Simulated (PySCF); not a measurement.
**Potential energy of NaZn along the bond**

Set-up: PySCF, no relativity, basis sets Na def2-SVPD, Zn def2-SVPD. Energies in eV from Na + Zn in their ground configurations at the same level. State: ²Σ⁺ (doublet), unpaired electrons σ ↑.

All columns are PBE0. A positive dipole means Na(−)Zn(+).

```tsv
R (Å)	E (eV)	μ (D)	Mulliken charge on Na (basis-dependent)	HOMO (eV)	LUMO (eV)	Mayer bond order	⟨S²⟩
2.707	-0.105	-0.49	-0.08	-3.30	-1.43	0.77	0.76
2.833	-0.167	-0.52	-0.08	-3.33	-1.46	0.70	0.76
2.959	-0.200	-0.54	-0.06	-3.35	-1.48	0.63	0.76
3.054	-0.211	-0.54	-0.05	-3.37	-1.50	0.59	0.75
3.148	-0.214	-0.54	-0.04	-3.39	-1.51	0.54	0.75
3.242	-0.211	-0.53	-0.03	-3.40	-1.52	0.50	0.75
3.368	-0.200	-0.53	-0.02	-3.42	-1.53	0.44	0.75
3.526	-0.180	-0.51	-0.01	-3.45	-1.54	0.38	0.75
3.715	-0.154	-0.49	0.00	-3.47	-1.54	0.31	0.75
3.966	-0.119	-0.46	0.01	-3.50	-1.52	0.24	0.75
```

A fit through these points gives, at Re = 3.136 Å, μ = -0.54 D and dμ/dR = 0.0271 D/Å; the reduced mass is 16.91 u.

How strong is the fundamental in the double-harmonic approximation, I = 42.26·(dμ/dR)²/μred km/mol?

I = 42.26·(0.0271)²/16.91 = 0.00184 km/mol at PBE0.

The bond is weak. Basis-set superposition, not corrected here, can be much of De in a small basis, most of all at correlated wavefunction levels. Functionals without a dispersion term scatter widely for such bonds, and LDA overbinds them. The state is the lowest determinant that a PBE0 search found; another state may lie lower at other levels.
